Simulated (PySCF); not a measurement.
**Electronic structure of Ba³¹⁺ (barium, charge +31) at the UHF level**

Configuration: [Ar] 3d7, high-spin 4F determinant. Calculation: PySCF 2.14, in an uncontracted even-tempered set (18 s from 4.4 bohr⁻², ratio 2.5; 13 p from 5.7 bohr⁻², ratio 2.5; 8 d from 5.7 bohr⁻², ratio 2.5; 4 f from 25 bohr⁻², ratio 2.7; 3 g from 38 bohr⁻², ratio 2.7); the spin-free X2C one-electron Hamiltonian (Gaussian nucleus).

| Item | Value |
| --- | --- |
| Total energy | -7537.745227 hartree |
| One-electron energy | -9021.1474 hartree |
| Hartree (Coulomb) energy | 1638.5564 hartree |
| Exchange energy | -155.1542 hartree |
| ⟨S²⟩ | 3.7503 |
| ⟨L²⟩ | 12.003 |
| Sum of ⟨r⟩ | 4.800 bohr |
| Sum of ⟨r²⟩ | 1.310 bohr² |

```json
{"shell": "1s α", "electrons": "1", "mean orbital energy (eV)": "-38919.3", "spread (eV)": "0", "rms radius, mean of both spins (bohr)": "0.0292"}
{"shell": "1s β", "electrons": "1", "mean orbital energy (eV)": "-38918.9", "spread (eV)": "0", "rms radius, mean of both spins (bohr)": "0.0292"}
{"shell": "2s α", "electrons": "1", "mean orbital energy (eV)": "-7320.4", "spread (eV)": "0", "rms radius, mean of both spins (bohr)": "0.118"}
{"shell": "2s β", "electrons": "1", "mean orbital energy (eV)": "-7302.1", "spread (eV)": "0", "rms radius, mean of both spins (bohr)": "0.118"}
{"shell": "2p α", "electrons": "3", "mean orbital energy (eV)": "-6699.4", "spread (eV)": "0", "rms radius, mean of both spins (bohr)": "0.105"}
{"shell": "2p β", "electrons": "3", "mean orbital energy (eV)": "-6681.4", "spread (eV)": "0", "rms radius, mean of both spins (bohr)": "0.105"}
{"shell": "3s α", "electrons": "1", "mean orbital energy (eV)": "-2457.4", "spread (eV)": "0", "rms radius, mean of both spins (bohr)": "0.300"}
{"shell": "3s β", "electrons": "1", "mean orbital energy (eV)": "-2435.0", "spread (eV)": "0", "rms radius, mean of both spins (bohr)": "0.300"}
{"shell": "3p α", "electrons": "3", "mean orbital energy (eV)": "-2254.3", "spread (eV)": "0", "rms radius, mean of both spins (bohr)": "0.297"}
{"shell": "3p β", "electrons": "3", "mean orbital energy (eV)": "-2226.4", "spread (eV)": "0", "rms radius, mean of both spins (bohr)": "0.297"}
{"shell": "3d α", "electrons": "5", "mean orbital energy (eV)": "-1977.0", "spread (eV)": "5.455", "rms radius, mean of both spins (bohr)": "0.269"}
{"shell": "3d β", "electrons": "2", "mean orbital energy (eV)": "-1962.2", "spread (eV)": "0", "rms radius, mean of both spins (bohr)": "0.269"}
```

Spin-orbit coupling is strong in this species (close to jj coupling), so the high-spin LS determinant is a model state, not a physical level.

Densities and radii are taken from the X2C orbitals without a picture-change correction, which distorts them close to the nucleus.

Spin-orbit constants ζ (cm⁻¹) from the X2C one-electron operator on these orbitals: bare nucleus, nucleus screened by l(l+1)(2l+1)/3 electrons, and screened by the Breit-Pauli mean field of the electrons.

```
shell     bare  screened nucleus  mean field
   2p  2029000           1956000     1926000
   3p   437500            421900      415000
   3d    69240             56870       55680
```

To first order the Landé constant is A = -18560 cm⁻¹, so the lowest level has J = 9/2 and lies 10.4 eV below the centre of the term. This holds in LS coupling only, and this species is close to jj coupling.
